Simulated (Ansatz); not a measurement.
`[AlH2][C@H]1[SiH2][Si@@H]1S`, charge 0, multiplicity 1.

Problem. Give a relaxed structure at PBE0-D4/def2-TZVP (the Gaussian-basis code of Ansatz). (An estimate is asked.)

Solution. The calculation gave: 
Z-matrix (Å, degrees):
```
C
Si 1 1.902
Si 1 1.890 2 71.9
Al 1 1.925 2 118.3 3 107.0
H 1 1.091 2 117.9 3 -113.8
H 2 1.484 1 118.0 3 -118.6
H 2 1.484 1 114.3 3 106.8
S 3 2.131 1 119.6 2 -112.3
H 3 1.482 1 116.6 2 117.6
H 4 1.586 1 120.4 2 143.6
H 4 1.588 1 118.6 2 -37.3
H 8 1.344 3 94.6 1 54.1
```
This is one stationary point; other conformers may exist.
